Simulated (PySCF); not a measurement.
# Computed properties of C₅H₃Cl, SMILES C#CC=C=CCl

C₅H₃Cl, SMILES C#CC=C=CCl. Coordinates come from a PBE0-D3(BJ)/def2-SVP optimisation. The structure was generated by enumeration, and PubChem lists no compound with its InChIKey, so it may never have been made. Other conformers were not sampled. All values are computed for the isolated molecule unless a solvent is named; none is compared with measurement here.

**Structure.** All 21 harmonic modes at PBE0-D3(BJ)/def2-SVP (PySCF) are real, so it is a minimum. With heavy atoms numbered as in [CH:1]#[C:2][CH:3]=[C:4]=[CH:5][Cl:6], the shortest bond between them is C1–C2 at 1.213 Å and the longest C5–Cl6 at 1.734 Å.

**Vibrations.** The strongest infrared lines (harmonic, unscaled, degenerate partners summed) lie at 3489 cm⁻¹ (95 km/mol, H 86 %, C 14 %), 790 cm⁻¹ (66 km/mol, C 72 %, Cl 16 %, H 12 %), 1236 cm⁻¹ (41 km/mol, H 84 %, C 16 %). The softest mode is at 84 cm⁻¹ and the zero-point energy is 35.9 kcal/mol.

**Electronic structure.** ωB97X/def2-TZVP (PySCF) places the frontier levels at -9.67 and 0.51 eV, a gap of 10.18 eV, and gives a dipole moment of 1.33 D and a mean polarisability of 75.6 bohr³. PBE/def2-TZVP (PySCF) at the same geometry gives -6.39 and -2.50 eV, so its gap is 6.29 eV narrower. An orbital gap is neither the optical nor the fundamental gap.

**Excitations.** TDA-B3LYP/def2-SVPD (PySCF) has S1 at 4.37 eV (284 nm, f = 0.000, dark); the most intense of the 10 singlets computed lies at 5.44 eV (f = 0.40). T1 (TDA) is at 3.33 eV, 1.04 eV under S1. TDA-PBE/def2-SVPD (PySCF) puts S1 at 4.08 eV. No vertical singlet excitation falls in the visible range (under 3.1 eV).

**NMR.** GIAO shifts at PBE0/pcSseg-1 (PySCF) (non-relativistic, atoms alike by connectivity averaged): ¹³C from 78.7 to 234.0 ppm against TMS; ¹H from 3.6 to 6.7 ppm against TMS. Without spin–orbit terms, shifts of atoms bonded to Cl or Br come out too high.

**Solvation.** SMD-B3LYP/6-31G* (PySCF) gives -0.3 kcal/mol in water, -4.0 kcal/mol in ethanol, -3.3 kcal/mol in 1-octanol (1 M in both phases, gas-phase geometry); of these solvents ethanol holds the molecule best.
